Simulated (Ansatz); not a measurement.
Stepwise reaction of `C1=C[SiH2]1` with hydrogen fluoride, as a gas-phase model of exchange steps in deposition or etching. ΔE in kJ/mol; ΔG adds harmonic PBE0-D4 terms to CCSD(T)/CBS, at 1 bar.

Program: Ansatz. Geometries: PBE0-D4/def2-TZVP. ΔE: electronic, gas phase. CCSD(T)/CBS is the MP2 limit (def2-TZVPP, def2-QZVPP) plus CCSD(T) − MP2 in def2-TZVPP, frozen cores. This one scheme is used for every species. DFT in def2-TZVPP. B3LYP here is the variant with VWN-RPA as its local correlation; programs differ in this.

| step | reaction | PBE-D4 | B3LYP-D4 | ωB97M-V | CCSD(T)/CBS | ΔG(600 K) |
| --- | --- | --- | --- | --- | --- | --- |
| 1 | `C1=C[SiH2]1` + H–F → `F[SiH]1C=C1` + H₂ | -114.0 | -122.7 | -123.5 | -118.7 | -118.2 |

**Question.** Give the row of step 2, `F[SiH]1C=C1` + H–F → `F[Si]1(F)C=C1` + H₂. (Best estimate.)

**Answer.** Computed: 
```json
{"step": "2", "reaction": "`F[SiH]1C=C1` + H–F → `F[Si]1(F)C=C1` + H₂", "PBE-D4": "-106.6", "B3LYP-D4": "-115.3", "ωB97M-V": "-115.7", "CCSD(T)/CBS": "-113.0", "ΔG(600 K)": "-105.4"}
```

**Question.** By hand: ΔE of the 2 steps together at CCSD(T)/CBS.

**Answer.** (-118.7) + (-113.0) = -231.7 kJ/mol, or -115.8 kJ/mol a step.

In ΔE each step is higher than the one before. All are downhill at CCSD(T)/CBS. ΔG lies between -118.2 and -105.4 kJ/mol a step. PBE-D4 differs from CCSD(T)/CBS by 4.7 to 6.4 kJ/mol a step. Isolated molecules leave out the surface, adducts and barriers. Largest T1 diagnostic: 0.013.
